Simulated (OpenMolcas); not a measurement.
neutral magnesium: thermal populations, worked from levels

- Program: OpenMolcas
- Basis: ANO-RCC-VQZP [6s5p3d2f1g]
- Scalar Hamiltonian: DKH2, point nucleus
- Active space: 2 electrons in 4 orbitals (3s 3p)
- State averaging: 2S+1 = 3 even, 3 roots; 2S+1 = 1 even, 1 root; 2S+1 = 3 odd, 3 roots; 2S+1 = 1 odd, 3 roots
- Spin-orbit coupling: state interaction with AMFI integrals over the reference wave functions, term energies averaged over their components

Methods: CASSCF; SS-CASPT2, IPEA 0.25 Eh, imaginary shift 0.1 Eh (closed shells correlated: 2s 2p). Measured levels: NIST Handbook of Basic Atomic Spectroscopic Data.

**Thermal populations.** Z = Σ (2J + 1) exp(-E/kT) with k = 0.695035 cm-1/K, over the levels below. No other level of either list lies under 41100 cm-1, which is above 7 kT at each temperature.

| Level | 2J + 1 | SS-CASPT2 | measured |
| --- | --- | --- | --- |
| 3s² ¹S₀ | 1 | 0.0 | 0.0 |
| 3s 3p ³P°₀ | 1 | 21897 | 21850 |
| 3s 3p ³P°₁ | 3 | 21913 | 21870 |
| 3s 3p ³P°₂ | 5 | 21944 | 21911 |
| 3s 3p ¹P°₁ | 3 | 37353 | 35051 |

```csv
T (K),"Z, SS-CASPT2","Z, measured levels","Ground level (%), SS-CASPT2","Ground level (%), measured levels"
8000,1.178,1.181,84.9,84.7
```

At 8000 K, kT = 5560 cm-1, and the computed levels give Z = 1.000 + 0.019 + 0.058 + 0.097 + 0.004 = 1.178.

Without dynamic correlation excited terms often stand tens of per cent too high (terms of higher spin than the ground term too low), and those without a measured partner can miss by more than the paired ones (holds for CASSCF). Measured partners are found by configuration, term and J. A level has none where our copy of the source lacks it or the pairing is in doubt (some pairs that miss far off the trend of their configuration count as doubtful), and it then counts in no deviation. Only configurations of the active space appear.

° marks odd parity.
